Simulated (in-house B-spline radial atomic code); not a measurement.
# Response and correlation of the lutetium ion Lu⁶⁹⁺

Closed shell 1s2. Computed with an all-electron radial atomic-structure program (B-spline basis): Dirac-Hartree-Fock, relativistic RPA (time-dependent Dirac-Hartree-Fock) for the response and second-order many-body perturbation theory for correlation, no-pair Dirac-Coulomb Hamiltonian, finite nucleus.

Command:
```bash
python run_mb.py task.json out
```
Settings (nuclear radius in fm, box in bohr, cutoff in hartree):
```
basis_form          2
Z                   71
core_configuration  1s2
rms_radius          5.37
mass_number         175
speed_of_light      137.036
box_radius          1.504
lmax                7
intervals           54
virtual_cutoff      126025.0
```

Time taken, with all properties: 0.3 s on 1 thread of Intel(R) Xeon(R) Platinum 8488C, on a shared host.

```json
{"multipole (bohr³, bohr⁵, bohr⁷)": "dipole", "uncoupled": "2.6386e-07", "coupled RPA": "2.66e-07"}
{"multipole (bohr³, bohr⁵, bohr⁷)": "quadrupole", "uncoupled": "1.5743e-10", "coupled RPA": "1.5841e-10"}
{"multipole (bohr³, bohr⁵, bohr⁷)": "octupole", "uncoupled": "2.5692e-13", "coupled RPA": "?"}
```

(1) What is the coupled octupole polarisability?

(2) Which subshells carry the dipole polarisability?

(3) What does the dipole shielding factor come to?

Dipole polarisability at imaginary frequency:

| u (Eh) | α(iu) (bohr³) |
| --- | --- |
| 0 | 2.66e-07 |
| 29.3 | 2.659e-07 |
| 87.8 | 2.656e-07 |
| 176 | 2.643e-07 |
| 293 | 2.614e-07 |
| 586 | 2.488e-07 |
| 1170 | 2.092e-07 |
| 2930 | 1.022e-07 |

(4) What dispersion coefficients follow for two such ions (the dispersion part alone)?

Lowest J = 1 odd-parity excitations:

| energy (eV) | oscillator strength | leading channel | weight |
| --- | --- | --- | --- |
| 54272 | 0.221 | 1s1/2 → p1/2 | 1.0 |
| 55617 | 0.493 | 1s1/2 → p3/2 | 1.0 |
| 64591 | 0.0373 | 1s1/2 → p1/2 | 1.0 |
| 64991 | 0.1 | 1s1/2 → p3/2 | 1.0 |

Second-order correlation energy by the highest angular momentum of the excited pair (hartree): s -0.01938, p -0.02551, d -0.00351, f -0.0009629, g -0.0003686, h -0.0001689, i -9.009e-05, k -5.28e-05.

(5) What is the second-order correlation energy at the partial-wave limit?

Results:

(1) 2.5808e-13 atomic units, +0 % against the uncoupled value.

(2) 1s1/2 100.0 %.

(3) The dipole shielding factor is 0.028, against the exact N/Z = 2/71 = 0.028 of the non-relativistic theorem.

(4) C6 = (3/π)∫α(iu)²du = 1.221e-10 hartree·bohr⁶ and C8 = 4.16e-13 hartree·bohr⁸.

(5) The listed waves sum to -0.050044 hartree; extrapolating the increments as (l + 1/2)⁻⁴ gives -0.050152 hartree, -0.682 eV per electron.
